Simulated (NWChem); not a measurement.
C₂H₅NSi; SMILES C1=NC[SiH2]1

```xyz
9

C      1.0881    -0.5599     0.0000
N      0.1015    -1.3842     0.0000
C     -1.1041    -0.5231     0.0000
Si     0.0412     1.0082     0.0000
H      2.1280    -0.9173     0.0000
H     -1.7289    -0.7129     0.8878
H     -1.7289    -0.7129    -0.8878
H      0.0738     1.8874     1.2111
H      0.0738     1.8874    -1.2111
```
Atoms are numbered in this order, from 1.

Program: NWChem. Pople sets run with spherical d functions. Structure relaxed at the PBE0/def2-SVP level. Vzz is the largest principal value of the second derivative of the potential at the nucleus (NWChem prints the opposite sign); η is the asymmetry. Non-relativistic.

For level PBE/6-31G*:

```
Property        Value
-------------  ------
Vzz N2 (a.u.)  -0.923
```

### Question
What are these values for level PBE/cc-pVTZ?

### Answer
The vzz N2 (a.u.) comes out as -1.031.
